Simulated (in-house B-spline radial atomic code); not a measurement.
Configurations of the chromium ion Cr⁶⁺, with energies counted from [Ne] 3s2 3p6. Method: non-relativistic CAM-B3LYP, spin-polarised, spherical fractional occupations, exact exchange averaged over the configuration, point nucleus. Calculated with an all-electron radial atomic-structure program (B-spline basis). Shells without spins written out take the highest spin.

Occupations are held fixed; configurations that lie above the ionisation limit could autoionise.

```
           configuration  E - E(ref) (eV)  highest orbital  its <r> (bohr)
        [Ne] 3s2 3p5 4p1           91.826            4p up           2.018
        [Ne] 3s2 3p5 4f1           116.01            4f up           2.328
        [Ne] 3s1 3p6 4p1           122.14            4p up           2.017
[He] 2s2 2p5 3s2 3p6 4s1           632.77            4s up           1.872
[He] 2s2 2p5 3s2 3p6 4p1           641.78            4p up            1.98
[He] 2s2 2p5 3s2 3p6 4f1            667.3            4f up           2.329
```

**Question.** Order these further configurations by energy, lowest first.
A. [Ne] 3s1 3p6 4s1
B. [Ne] 3s2 3p5 3d1
C. [Ne] 3s1 3p6 4d1
D. [Ne] 3s2 3p5 4d1
E. [He] 2s2 2p5 3s2 3p6 4d1

**Answer.** B (44.122 eV), D (105.62 eV), A (113.07 eV), C (135.93 eV), E (655.61 eV).

**Question.** How far above the reference does [Ne] 3s1 3p6 4f1 lie?

**Answer.** 146.34 eV; its least bound orbital is 4f up with <r> = 2.326 bohr.
